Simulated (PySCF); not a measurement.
Precursor series Ta F-NH2. All species are isolated molecules in the gas phase. One relaxed conformer stands for each flexible species; it need not be the lowest.

Computed with PBE-D3(BJ)/def2-TZVP // PBE-D3(BJ)/def2-SVP run with PySCF. 

```tsv
species	HOMO (eV)	mean distance from the central atom to its bonded neighbours (Å)	coordination number	HOMO–LUMO gap (eV)
0 of 5 F replaced by NH2 ([Ta(F)5])	…	1.881	…	6.63
1 of 5 F replaced by NH2 ([Ta(F)4(NH2)])	…	1.909	5	4.13
2 of 5 F replaced by NH2	…	1.938	5	4.47
3 of 5 F replaced by NH2 ([Ta(F)2(NH2)3])	-6.00	1.970	5	…
4 of 5 F replaced by NH2 ([Ta(F)(NH2)4])	-5.74	…	5	4.28
5 of 5 F replaced by NH2	-5.08	2.029	5	3.89
```

Question: Fill in the missing entries.

Answer: 
- 0 of 5 F replaced by NH2 ([Ta(F)5]), HOMO (eV): -10.17
- 0 of 5 F replaced by NH2 ([Ta(F)5]), coordination number: 5
- 1 of 5 F replaced by NH2 ([Ta(F)4(NH2)]), HOMO (eV): -7.45
- 2 of 5 F replaced by NH2, HOMO (eV): -6.92
- 3 of 5 F replaced by NH2 ([Ta(F)2(NH2)3]), HOMO–LUMO gap (eV): 3.67
- 4 of 5 F replaced by NH2 ([Ta(F)(NH2)4]), mean distance from the central atom to its bonded neighbours (Å): 1.998
